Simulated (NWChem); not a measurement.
System: selenophene (C4H4Se); SMILES c1cc[se]c1

Here is an NWChem input.

```
start job
memory heap 200 mb stack 900 mb global 1100 mb
geometry units angstroms noautoz
  C      0.000000     0.714480    -1.677268
  C      0.000000    -0.714480    -1.677268
  C      0.000000    -1.283666    -0.435481
  Se     0.000000     0.000000     0.901661
  C      0.000000     1.283666    -0.435481
  H      0.000000     1.307728    -2.594430
  H      0.000000    -1.307728    -2.594430
  H      0.000000    -2.346111    -0.193619
  H      0.000000     2.346111    -0.193619
end
basis spherical
  * library pcseg-2
end
dft
  xc hfexch
  iterations 150
  semidirect filesize 400000000
  mulliken
end
task dft gradient
```

NWChem printed, in part:

```
             Northwest Computational Chemistry Package (NWChem) 7.3.0
             --------------------------------------------------------

 C2V symmetry detected

                             Geometry "geometry" -> ""
                             -------------------------

 Output coordinates in angstroms (scale by  1.889725989 to convert to a.u.)

  No.       Tag          Charge          X              Y              Z
 ---- ---------------- ---------- -------------- -------------- --------------
    1 C                    6.0000     0.00000000     0.71448000    -1.67287103
    2 C                    6.0000     0.00000000    -0.71448000    -1.67287103
    3 C                    6.0000     0.00000000    -1.28366600    -0.43108403
    4 Se                  34.0000     0.00000000     0.00000000     0.90605797
    5 C                    6.0000     0.00000000     1.28366600    -0.43108403
    6 H                    1.0000     0.00000000     1.30772800    -2.59003303
    7 H                    1.0000     0.00000000    -1.30772800    -2.59003303
    8 H                    1.0000     0.00000000    -2.34611100    -0.18922203
    9 H                    1.0000     0.00000000     2.34611100    -0.18922203

 Effective nuclear repulsion energy (a.u.)     312.3154252040

      Symmetry information
      --------------------

 Group name             C2v
 Group number             16
 Group order               4
 No. of unique centers     5

  xc_inp: hfexch multiplicative factor not found.

                                 NWChem DFT Module
                                 -----------------

 Summary of "ao basis" -> "ao basis" (spherical)
 ------------------------------------------------------------------------------
       Tag                 Description            Shells   Functions and Types
 ---------------- ------------------------------  ------  ---------------------
 C                          pcseg-2                 10       30   4s3p2d1f
 Se                         pcseg-2                 15       43   6s5p3d1f
 H                          pcseg-2                  6       14   3s2p1d

      Symmetry analysis of basis
      --------------------------

        a1         79
        a2         32
        b1         38
        b2         70

            General Information
            -------------------
          SCF calculation type: DFT
          Wavefunction type:  closed shell.
          No. of atoms     :     9
          No. of electrons :    62
           Alpha electrons :    31
            Beta electrons :    31
          Charge           :     0
          Spin multiplicity:     1
          Use of symmetry is: on ; symmetry adaption is: on
          Maximum number of iterations: 150
          AO basis - number of functions:   219
                     number of shells:    79
          Convergence on energy requested:  1.00D-06
          Convergence on density requested:  1.00D-05
          Convergence on gradient requested:  5.00D-04

              XC Information
              --------------
                     Hartree-Fock (Exact) Exchange  1.000

      Superposition of Atomic Density Guess
      -------------------------------------

 Sum of atomic energies:       -2552.49653759

      Non-variational initial energy
      ------------------------------

 Total energy =   -2555.592850
 1-e energy   =   -4169.907488
 2-e energy   =    1301.999213
 HOMO         =      -0.265832
 LUMO         =      -0.013008

      Symmetry analysis of molecular orbitals - initial
      -------------------------------------------------

  Numbering of irreducible representations:

     1 a1          2 a2          3 b1          4 b2

  Orbital symmetries:

     1 a1          2 a1          3 a1          4 b2          5 b1
     6 a1          7 b2          8 a1          9 b2         10 a1
    11 a1         12 b2         13 b1         14 b2         15 a1
    16 b1         17 a1         18 a2         19 a1         20 b2
    21 a1         22 a1         23 b2         24 a1         25 b2
    26 b1         27 a1         28 b2         29 a1         30 b1
    31 a2         32 b1         33 b2         34 a1         35 a2
    36 a1         37 b2         38 a1         39 b2         40 a1
    41 b2

------------------------------------------------------------
EAF file 0: "./job.aoints.0" size=352321536 bytes
------------------------------------------------------------
               write      read    awrite     aread      wait
               -----      ----    ------     -----      ----
     calls:      672         0         0         0         0
   data(b): 3.52e+08  0.00e+00  0.00e+00  0.00e+00
   time(s): 0.00e+00  0.00e+00  0.00e+00  0.00e+00  0.00e+00
rate(mb/s): 0.00e+00  0.00e+00
------------------------------------------------------------

     ---------------------------------------------
      Total Density - Mulliken Population Analysis
     ---------------------------------------------

    Atom       Charge   Shell Charges
 -----------   ------   -------------------------------------------------------
    1 C    6     6.18   2.00  0.59  0.44  0.15  1.30  1.40  0.21  0.01  0.07  0.01
    2 C    6     6.18   2.00  0.59  0.44  0.15  1.30  1.40  0.21  0.01  0.07  0.01
    3 C    6     6.06   2.00  0.58  0.48  0.13  1.20  1.38  0.23  0.01  0.06  0.00
    4 Se  34    33.87   2.00  2.00  1.19  0.75  0.85  1.01  6.00  5.93  0.85  2.40  0.75  9.72  0.31  0.10  0.02
    5 C    6     6.06   2.00  0.58  0.48  0.13  1.20  1.38  0.23  0.01  0.06  0.00
    6 H    1     0.92   0.38  0.44  0.05  0.01  0.04  0.00
    7 H    1     0.92   0.38  0.44  0.05  0.01  0.04  0.00
    8 H    1     0.91   0.38  0.43  0.05  0.01  0.04  0.00
    9 H    1     0.91   0.38  0.43  0.05  0.01  0.04  0.00

   convergence    iter        energy       DeltaE   RMS-Dens  Diis-err
 ---------------- ----- ----------------- --------- --------- ---------
 d= 0,ls=0.0,diis     1  -2553.6144057464 -2.87D+03  2.32D-03  2.96D-01
 d= 0,ls=0.0,diis     2  -2553.6650915253 -5.07D-02  9.15D-04  5.25D-02
 d= 0,ls=0.0,diis     3  -2553.6722194400 -7.13D-03  4.93D-04  1.25D-02
 d= 0,ls=0.0,diis     4  -2553.6744400302 -2.22D-03  1.23D-04  2.64D-04
 d= 0,ls=0.0,diis     5  -2553.6745665849 -1.27D-04  7.06D-05  4.33D-05
  Resetting Diis
 d= 0,ls=0.0,diis     6  -2553.6745995227 -3.29D-05  3.01D-05  6.13D-06
 d= 0,ls=0.0,diis     7  -2553.6746039383 -4.42D-06  5.85D-06  9.93D-07
 d= 0,ls=0.0,diis     8  -2553.6746041834 -2.45D-07  2.00D-06  3.34D-07

         Total DFT energy =    -2553.674604183439
      One electron energy =    -4173.618401592667
           Coulomb energy =     1415.335486481408
    Exchange-Corr. energy =     -107.707114276228
 Nuclear repulsion energy =      312.315425204048

 Numeric. integr. density =        0.000000000000

                  Occupations of the irreducible representations
                  ----------------------------------------------

                     irrep           alpha         beta
                     --------     --------     --------
                     a1               15.0         15.0
                     a2                2.0          2.0
                     b1                5.0          5.0
                     b2                9.0          9.0

                       DFT Final Molecular Orbital Analysis
                       ------------------------------------

 Vector   29  Occ=2.000000D+00  E=-4.512487D-01  Symmetry=a1
              MO Center=  9.6D-17, -1.0D-14,  5.0D-01, r^2= 3.1D+00
   Bfn.  Coefficient  Atom+Function         Bfn.  Coefficient  Atom+Function
  ----- ------------  ---------------      ----- ------------  ---------------
   108      0.462044  4 Se pz               102     -0.270376  4 Se pz
   105      0.209423  4 Se pz                96      0.206519  4 Se s
   111      0.194224  4 Se pz                95      0.181707  4 Se s
    70     -0.131358  3 C  pz               143     -0.131358  5 C  pz
    67     -0.128664  3 C  pz               140     -0.128664  5 C  pz

 Vector   30  Occ=2.000000D+00  E=-3.304703D-01  Symmetry=b1
              MO Center= -7.7D-16, -5.3D-14,  2.6D-02, r^2= 3.3D+00
   Bfn.  Coefficient  Atom+Function         Bfn.  Coefficient  Atom+Function
  ----- ------------  ---------------      ----- ------------  ---------------
   106      0.493444  4 Se px               109      0.284687  4 Se px
   100     -0.271282  4 Se px               103      0.216506  4 Se px
     8     -0.177915  1 C  px                38     -0.177915  2 C  px
     5     -0.167813  1 C  px                35     -0.167813  2 C  px
    11     -0.097116  1 C  px                41     -0.097116  2 C  px

 Vector   31  Occ=2.000000D+00  E=-3.286272D-01  Symmetry=a2
              MO Center= -4.5D-14,  5.4D-14, -7.6D-01, r^2= 2.9D+00
   Bfn.  Coefficient  Atom+Function         Bfn.  Coefficient  Atom+Function
  ----- ------------  ---------------      ----- ------------  ---------------
    68      0.262964  3 C  px               141     -0.262964  5 C  px
    65      0.243429  3 C  px               138     -0.243429  5 C  px
     8     -0.166658  1 C  px                38      0.166658  2 C  px
     5     -0.155810  1 C  px                35      0.155810  2 C  px
    71      0.149398  3 C  px               144     -0.149398  5 C  px

 Vector   32  Occ=0.000000D+00  E= 1.004073D-01  Symmetry=b1
              MO Center=  2.7D-14,  2.6D-14, -5.3D-01, r^2= 4.7D+00
   Bfn.  Coefficient  Atom+Function         Bfn.  Coefficient  Atom+Function
  ----- ------------  ---------------      ----- ------------  ---------------
    71      0.646966  3 C  px               144      0.646966  5 C  px
   109     -0.606267  4 Se px                11     -0.394191  1 C  px
    41     -0.394191  2 C  px                68      0.229752  3 C  px
   141      0.229752  5 C  px                65      0.216439  3 C  px
   138      0.216439  5 C  px               106     -0.186425  4 Se px

 Vector   33  Occ=0.000000D+00  E= 1.025462D-01  Symmetry=a1
              MO Center= -2.8D-14,  6.7D-15, -2.2D+00, r^2= 1.2D+01
   Bfn.  Coefficient  Atom+Function         Bfn.  Coefficient  Atom+Function
  ----- ------------  ---------------      ----- ------------  ---------------
   166      1.800481  6 H  s                180      1.800481  7 H  s
     4     -1.352476  1 C  s                 34     -1.352476  2 C  s
   194      1.132875  8 H  s                208      1.132875  9 H  s
    64     -1.063974  3 C  s                137     -1.063974  5 C  s
    13      0.691898  1 C  pz                43      0.691898  2 C  pz

 Vector   34  Occ=0.000000D+00  E= 1.068154D-01  Symmetry=b2
              MO Center=  1.8D-15, -9.9D-15,  2.6D-01, r^2= 1.3D+01
   Bfn.  Coefficient  Atom+Function         Bfn.  Coefficient  Atom+Function
  ----- ------------  ---------------      ----- ------------  ---------------
    64      2.255019  3 C  s                137     -2.255019  5 C  s
   194     -2.151126  8 H  s                208      2.151126  9 H  s
    72     -1.096139  3 C  py               145     -1.096139  5 C  py
   110      0.911041  4 Se py                13      0.900804  1 C  pz
    43     -0.900804  2 C  pz               166      0.761817  6 H  s

------------------------------------------------------------
EAF file 0: "./job.aoints.0" size=491782144 bytes
------------------------------------------------------------
               write      read    awrite     aread      wait
               -----      ----    ------     -----      ----
     calls:      938         7         0      6559      6559
   data(b): 4.92e+08  3.67e+06  0.00e+00  3.44e+09
   time(s): 0.00e+00  0.00e+00  0.00e+00  0.00e+00  0.00e+00
rate(mb/s): 0.00e+00  0.00e+00
------------------------------------------------------------

     ---------------------------------------------
      Total Density - Mulliken Population Analysis
     ---------------------------------------------

    Atom       Charge   Shell Charges
 -----------   ------   -------------------------------------------------------
    1 C    6     6.03   2.00  0.53  0.33  0.19  1.30  1.43  0.15  0.01  0.08  0.01
    2 C    6     6.03   2.00  0.53  0.33  0.19  1.30  1.43  0.15  0.01  0.08  0.01
    3 C    6     5.99   2.00  0.53  0.40  0.10  1.26  1.45  0.17  0.01  0.07  0.00
    4 Se  34    33.98   2.00  2.00  1.19  0.76  0.84  0.98  6.00  5.93  0.88  2.50  0.72  9.73  0.32  0.12  0.03
    5 C    6     5.99   2.00  0.53  0.40  0.10  1.26  1.45  0.17  0.01  0.07  0.00
    6 H    1     1.01   0.43  0.49  0.05  0.01  0.04  0.00
    7 H    1     1.01   0.43  0.49  0.05  0.01  0.04  0.00
    8 H    1     0.98   0.42  0.48  0.03  0.01  0.04  0.00
    9 H    1     0.98   0.42  0.48  0.03  0.01  0.04  0.00

     -------------------------------------------
      Total Density - Lowdin Population Analysis
     -------------------------------------------

    Atom       Charge   Shell Charges
 -----------   ------   -------------------------------------------------------
    1 C    6     6.06   1.97  0.35  0.32  0.15  1.14  1.35  0.47  0.01  0.26  0.03
    2 C    6     6.06   1.97  0.35  0.32  0.15  1.14  1.35  0.47  0.01  0.26  0.03
    3 C    6     6.21   1.98  0.37  0.34  0.18  1.12  1.42  0.56  0.01  0.23  0.02
    4 Se  34    33.45   2.00  2.00  1.14  0.80  0.65  0.66  5.98  5.60  1.31  2.07  0.88  9.43  0.59  0.28  0.06
    5 C    6     6.21   1.98  0.37  0.34  0.18  1.12  1.42  0.56  0.01  0.23  0.02
    6 H    1     0.99   0.37  0.37  0.10  0.01  0.11  0.02
    7 H    1     0.99   0.37  0.37  0.10  0.01  0.11  0.02
    8 H    1     1.01   0.37  0.37  0.11  0.01  0.12  0.02
    9 H    1     1.01   0.37  0.37  0.11  0.01  0.12  0.02

     Multipole analysis of the density
     ---------------------------------

     L   x y z        total         alpha         beta         nuclear
     -   - - -        -----         -----         ----         -------
     0   0 0 0     -0.000000    -31.000000    -31.000000     62.000000

     1   1 0 0     -0.000000     -0.000000     -0.000000      0.000000
     1   0 1 0      0.000000      0.000000      0.000000      0.000000
     1   0 0 1     -0.266399     -0.133200     -0.133200      0.000000

     2   2 0 0    -35.002391    -17.501196    -17.501196      0.000000
     2   1 1 0      0.000000      0.000000      0.000000      0.000000
     2   1 0 1     -0.000000     -0.000000     -0.000000      0.000000
     2   0 2 0    -27.337626    -85.676003    -85.676003    144.014380
     2   0 1 1      0.000000      0.000000      0.000000      0.000000
     2   0 0 2    -29.566211   -152.647826   -152.647826    275.729442

[...]

                         DFT ENERGY GRADIENTS

    atom               coordinates                        gradient
                 x          y          z           x          y          z
   1 C       0.000000   1.350171  -3.161268    0.000000  -0.021201  -0.012133
   2 C       0.000000  -1.350171  -3.161268    0.000000   0.021201  -0.012133
   3 C       0.000000  -2.425777  -0.814631    0.000000   0.004769   0.019349
   4 Se      0.000000   0.000000   1.712201    0.000000   0.000000   0.000183
   5 C       0.000000   2.425777  -0.814631    0.000000  -0.004769   0.019349
   6 H       0.000000   2.471248  -4.894453    0.000000   0.008113  -0.012268
   7 H       0.000000  -2.471248  -4.894453    0.000000  -0.008113  -0.012268
   8 H       0.000000  -4.433507  -0.357578    0.000000  -0.014933   0.004960
   9 H       0.000000   4.433507  -0.357578    0.000000   0.014933   0.004960
```

Level: Hartree-Fock/pcseg-2. The geometry was optimised at PBE0/def2-SVP.
